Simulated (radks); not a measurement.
Spherical quantum dot in the effective-mass picture: electrons in a hard-walled sphere of radius 8.69, all in effective atomic units (hartree* = m*/eps^2 hartree, bohr* = eps/m* bohr), one dielectric constant everywhere. Method: non-relativistic Kohn-Sham, LDA (Slater exchange, Perdew-Wang correlation), spin-polarised, spherical densities; computed with a radial shooting solver with Libxc functionals. Levels are named by radial order and angular momentum (1s, 1p, 1d, 2s, ...), and open shells are averaged over m. Results are scaled to m* = 0.207 and eps = 11.9, for which hartree* = 39.78 meV and bohr* = 3.042 nm.

N = 4, configuration 1s2 1p(up 2, down 0). This is the lowest configuration that the search found. Occupied and some empty levels:

level    occupation  eigenvalue (meV)  <r> (nm)
1s up             1            23.050     16.24
1s down           1            23.942     16.15
1p up             2            24.770     17.30
1p down           0            25.689     17.31
1d up             0            27.530     18.15
1d down           0            28.449     18.18
1f up             0            31.162     18.82
2s up             0            32.059     12.32
1f down           0            32.066     18.86
2s down           0            32.624     12.27

Energy (meV): total 50.3924, kinetic 18.371, external 0, Hartree 52.274, exchange-correlation -20.252.
